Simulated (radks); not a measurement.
Question: The mean radii <r> (bohr) of the occupied orbitals of an atom or ion are listed with their occupations. Calculated with a radial shooting solver on a logarithmic mesh with Libxc functionals: Dirac Kohn-Sham, exchange-only LDA, spin-unpolarised, spherical densities, point nucleus.

orbital  occ.      <r>
1s1/2       2  0.02509
2s1/2       2   0.1071
2p1/2       2  0.08994
2p3/2       4  0.09604
3s1/2       2   0.2852
3p1/2       2   0.2750
3p3/2       4   0.2870
3d3/2       4   0.2579
3d5/2       6   0.2617
4s1/2       2   0.6543
4p1/2       2   0.6745
4p3/2       4   0.7018
4d3/2       4   0.7612
4d5/2       6   0.7709
5s1/2       2    1.516
5p1/2       2    1.668
5p3/2       3    1.733

Name the element and its charge. Open shells, if any, fill j = l - 1/2 first.

Answer: Z = 57, lanthanum, charge +4: La4+ in [Kr] 4d10 5s2 5p5. The 1s radius gives Z: for a bare nucleus <r> = (2 gamma + 1)/(2Z) with gamma = sqrt(1 - (Z/c)^2), 0.02473 bohr for Z = 57, and screening makes it slightly larger (0.02509 here). The occupations add up to 53, and the charge is Z minus that.
